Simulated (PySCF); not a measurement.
Vertical excitations of a molecule CH₈GeOSi from PySCF with TDA-CAM-B3LYP/def2-SVPD, as energy in eV (oscillator strength): 6.28 (0.009), 6.81 (0.070), 7.20 (0.016), 7.25 (0.056), 7.49 (0.266), 7.56 (0.010), 7.81 (0.113), 7.90 (0.029), 7.99 (0.006), 8.08 (0.024). Lowest triplet (TDA): 5.94 eV. Geometry optimised at PBE0-D3(BJ)/def2-SVP. The values are those of a single conformer.

Which structure fits?
A) CO[SiH2][GeH3]
B) C[SiH2][GeH2][OH]
C) O[CH2][GeH2][SiH3]
D) C[O][GeH2][SiH3]

C, O[CH2][GeH2][SiH3]
